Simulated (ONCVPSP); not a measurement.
Nd: ONCV pseudisation with PBE, scalar-relativistic reference atom.

ONCVPSP 4.0.1 input, shortened (lines: element, Z, core and valence counts, functional; n l f; lmax; l rc ep ncon nbas qcut; lloc lpopt rc5 dvloc0; l nproj debl; icmod fcfact rcfact), PBE, scalar-relativistic:

```
  Nd 60.00    9    5        4      upf
    1    0    2.00
    2    0    2.00
    2    1    6.00
    3    0    2.00
    3    1    6.00
    3    2   10.00
    4    0    2.00
    4    1    6.00
    4    2   10.00
    4    3    4.00
    5    0    2.00
    5    1    6.00
    6    0    1.00
    6    1    1.00
    3
    0    2.15    0.00    4    8    5.90
    1    3.35    0.00    4    7    4.50
    2    3.10    0.28    4    7    3.30
    3    1.65    0.00    4    9    8.40
    4    5    1.50    2.00
    0    3    1.20
    1    3    2.20
    2    2    0.60
    3    2    3.40
    3    2.75    1.35
```

In the d channel the program set the typed energies aside and used -0.104, 0.496 Ha.

Problem. Does the generator finish with these settings?

Solution. Yes, a potential is produced and its reference levels are reproduced.

Problem. Estimate the cutoffs (Ha) at which the residual kinetic energy of the hardest occupied pseudo-wave falls to 1 and 0.1 mHa per electron.

Solution. 61 Ha and 130 Ha.

Problem. What does a ghost test show?

Solution. No bound ghost flagged; GHOST(+) flagged for s at 189.2 eV.

Problem. Which valence shell sets the plane-wave cutoff?

Solution. 4f: 61 Ha for 1 mHa per electron, against 12 Ha for 5s.

Tests left out (the all-electron energies of this program are off by 10 to 40 meV for near-neutral 4f atoms).
